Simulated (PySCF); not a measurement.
Peak assignment

Cartesian coordinates in Å; atom numbers follow the order of the lines, from 1:
```xyz
14

N     2.3784   -1.4626    2.0010
C     1.6705   -0.8785    1.3157
Si    0.5845    0.1500    0.1856
N     1.3077    1.6197   -0.3480
C    -0.3829   -0.8635   -1.1118
N    -1.5517   -0.8586   -0.2254
C    -1.2488    0.2259    0.7151
H     1.4666    2.3516    0.3271
H     2.0891    1.5688   -0.9831
H    -0.0747   -1.8842   -1.3423
H    -0.5338   -0.3318   -2.0580
H    -2.4387   -0.7630   -0.7041
H    -1.7344    1.1784    0.4751
H    -1.5325   -0.0527    1.7309
```

- PBE0/pcSseg-1 with gauge-including orbitals
- GFN2-xTB structure
- program: PySCF
- one conformer, no solvent model, non-relativistic, fast rotation and ring inversion assumed for equivalent nuclei

Chemical shifts δ = σref − σ; ¹³C (σ = 186.93 ppm), ¹H (σ = 31.72 ppm) against TMS, all at this level.

(1) Assign these signals to the numbered atoms. ¹³C{¹H} NMR (computed): δ 125.7 (C), 49.8 (CH2).

(2) Assign these signals to the numbered atoms. ¹H NMR (600 MHz, computed): δ 3.58 (m, 2H), 3.50 (m, 2H), 1.02 (br s, 2H), 0.26 (br s, 1H).

## Answers

(1) 
| δ (ppm) | atoms | environment | reason |
| --- | --- | --- | --- |
| 125.7 | C2 | nitrile carbon | C≡N carbons fall here, among the sp2 signals but without a proton |
| 49.8 | C5/C7 | sp3 CH2 bonded to N and Si | the inductive effect lowers its shielding |

(2) 
| δ (ppm) | atoms | environment | reason |
| --- | --- | --- | --- |
| 3.58 | H11/H13 | hydrogen on an sp3 CH2 bonded to N and Si | its carbon carries N, an electronegative neighbour |
| 3.50 | H10/H14 | hydrogen on an sp3 CH2 bonded to N and Si | – |
| 1.02 | H8/H9 | hydrogen on a nitrogen bonded to Si | exchangeable, gas-phase position |
| 0.26 | H12 | hydrogen on an amine nitrogen | labile proton, position sensitive to the medium |

H11/H13 and H10/H14 lie closer than the usual error of such a calculation, so a measured spectrum could show them in the other order.

OH and NH positions are those of a molecule without intermolecular hydrogen bonds; in solution they move with solvent, concentration and temperature, and exchange usually removes their couplings. Shifts are as computed. Against solution values, carbons near 30 ppm lie about +3 ppm off and those near 130 ppm about +5 ppm. Of 1309 compounds with measured shifts, 239 miss one by over three times the rms of a fit or turn the order of signals round; such compounds aren't used in these exercises. No couplings were computed; multiplicities are counted from neighbouring protons, with m where these are inequivalent, close in shift, in a saturated or five-membered ring or joined by F or P, and br s for small geminal =CH2 splittings.
